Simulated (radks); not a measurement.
Results of a calculation; reference values are marked as such.
Spherical quantum dot in the effective-mass picture: electrons in a well V = -V0 / (1 + exp((r - R)/a)) with V0 = 58.4, R = 1.42, a = 0.13, all in effective atomic units (hartree* = m*/eps^2 hartree, bohr* = eps/m* bohr), one dielectric constant everywhere. Level of theory: non-relativistic Kohn-Sham, LDA (Slater exchange, Perdew-Wang correlation), spin-polarised, spherical densities (a radial shooting solver with Libxc functionals). Levels are named by radial order and angular momentum (1s, 1p, 1d, 2s, ...), and open shells are averaged over m. Results are scaled to m* = 0.233 and eps = 7.9, for which hartree* = 101.6 meV and bohr* = 1.794 nm.

N = 22, configuration 1s2 1p6 1d10 2s2 1f(up 2, down 0). This is the lowest configuration that the search found. Occupied and some empty levels:

| level | occupation | eigenvalue (meV) | <r> (nm) |
|---|---|---|---|
| 1s up | 1 | -3319.3 | 1.412 |
| 1s down | 1 | -3313.3 | 1.408 |
| 1p up | 3 | -3109.8 | 1.576 |
| 1p down | 3 | -3102.7 | 1.574 |
| 1d up | 5 | -2809.9 | 1.695 |
| 1d down | 5 | -2802.2 | 1.695 |
| 2s up | 1 | -2524.1 | 1.272 |
| 2s down | 1 | -2520.1 | 1.273 |
| 1f up | 2 | -2437.0 | 1.792 |
| 1f down | 0 | -2429.0 | 1.792 |
| 2p up | 0 | -2072.9 | 1.463 |
| 2p down | 0 | -2068.4 | 1.464 |
| 1g up | 0 | -2001.4 | 1.875 |
| 1g down | 0 | -1993.3 | 1.875 |
| 2d up | 0 | -1577.3 | 1.613 |
| 2d down | 0 | -1572.3 | 1.613 |

Energy (meV): total -87154.0, kinetic 14009, external -123400, Hartree 24680, exchange-correlation -2443.0.

Electron density:

| r (nm) | n(r) (e/nm^3) |
|---|---|
| 0.234 | 0.6709 |
| 0.486 | 0.5780 |
| 0.737 | 0.4991 |
| 0.988 | 0.5022 |
| 1.24 | 0.5852 |
| 1.49 | 0.6449 |
| 1.74 | 0.5546 |
| 1.99 | 0.3233 |
| 2.24 | 0.1134 |
| 2.50 | 0.02237 |
| 2.75 | 0.002663 |
| 3.00 | 0.0002335 |
| 3.25 | 0.00001810 |
